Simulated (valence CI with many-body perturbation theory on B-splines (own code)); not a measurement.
Os⁶⁸⁺: one-electron terms

Computed by relativistic CI+MBPT: six valence electrons over a frozen Dirac-Fock core [He], radial functions for each j: 9 s, 9 p, 8 d, 6 f, 3 g, 1 h, with the one-electron correlation potential Σ1, the two-electron term Σ2, the three-electron term Σ3, Breit, model QED; selected CI, second order for the rest, scaled by the run's own slope (own B-spline code, finite nucleus).

The last digits are not significant, and no measured levels were compared; by estimate large intervals hold to a few tenths of a per cent, small ones and those within an open d or f shell to about a per cent. Among the levels kept, up to 2100 cm⁻¹ of a level comes from second order outside the variational space, and about a tenth of that is noise between levels of different J, which matters for small intervals.

These are the spectroscopic orbitals of the CI (the correlating ones are not listed), shaped by the core and the other valence electrons. h is the expectation value of the core's Dirac-Fock operator, without the valence repulsion; Σ1 is computed up to l = 3 at one energy for each symmetry, that of its lowest orbital but kept below the first core excitation, so for empty shells it is not the orbital's own correlation shift; Breit and QED include the response of the core, and the two lowest orbitals of each symmetry also the frequency dependence of Breit exchange, which makes a step in that column.

| Orbital | h (hartree) | Σ1 (cm⁻¹) | Breit (cm⁻¹) | QED (cm⁻¹) | ⟨r⟩ (bohr) |
| --- | --- | --- | --- | --- | --- |
| 2s1/2 | -769.91 | -1621 | 135627 | 169200 | 0.07243 |
| 3s1/2 | -332.93 | -407 | 36646 | 47736 | 0.1715 |
| 4s1/2 | -183.72 | -160 | 14330 | 19345 | 0.3146 |
| 5s1/2 | -116.07 | -78.8 | 7111 | 9668 | 0.5008 |
| 2p1/2 | -762.27 | -4519 | 273268 | 9618 | 0.05964 |
| 3p1/2 | -330.73 | -1033 | 70996 | 1877 | 0.1598 |
| 4p1/2 | -182.81 | -397 | 27645 | 708 | 0.3040 |
| 5p1/2 | -115.6 | -194 | 13668 | 345 | 0.4913 |
| 2p3/2 | -699.04 | -2572 | 85722 | 24524 | 0.06728 |
| 3p3/2 | -311.95 | -596 | 23784 | 6409 | 0.1708 |
| 4p3/2 | -174.96 | -231 | 11859 | 2579 | 0.3185 |
| 5p3/2 | -111.62 | -114 | 5962 | 1292 | 0.5093 |
| 3d3/2 | -311.03 | -261 | 2393 | -262 | 0.1446 |
| 4d3/2 | -174.57 | -114 | 1317 | -9.2 | 0.2933 |
| 5d3/2 | -111.42 | -59.1 | 638 | 15.7 | 0.4852 |
| 3d5/2 | -305.87 | -216 | 771 | 1890 | 0.1481 |
| 4d5/2 | -172.38 | -93.4 | 425 | 886 | 0.2976 |
| 5d5/2 | -110.3 | -48.3 | 197 | 471 | 0.4904 |
| 4f5/2 | -172.19 | -19.5 | 12.7 | -237 | 0.2564 |
| 5f5/2 | -110.21 | -11.2 | 10.6 | -115 | 0.4497 |
| 4f7/2 | -171.15 | -18.1 | 3.8 | 218 | 0.2586 |
| 5f7/2 | -109.68 | -10.3 | 3.2 | 119 | 0.4523 |
| 5g7/2 | -109.65 |  | 0.0 | -76.6 | 0.3949 |
| 5g9/2 | -109.33 |  | 0.0 | 61.3 | 0.3967 |

Among the shells of the start configuration 2s2 2p4, Σ1 is largest in size for 2p1/2, where it is 0.0027 % of h.

Lowest root of each symmetry, sizes in configuration state functions:

```csv
J,Parity,Roots,Reference,Variational,Second order,Change by selected CI (cm⁻¹),Change by second order (cm⁻¹)
0,even,8,30,57000,75970,-57012,-1
1,even,11,67,59996,288986,-51404,-344
2,even,12,76,59994,468125,-55153,-387
3,even,6,53,59800,397237,-49329,-766
4,even,2,28,55562,261905,-55382,-248
5,even,1,12,42864,152404,-49524,-45
0,odd,6,24,50218,58180,-56629,-2
1,odd,11,61,59997,321094,-65297,-246
2,odd,10,66,59995,474153,-58769,-685
3,odd,6,49,59960,476185,-52299,-614
4,odd,3,28,57527,268074,-50511,-230
5,odd,1,12,44581,64496,-57081,-23
```
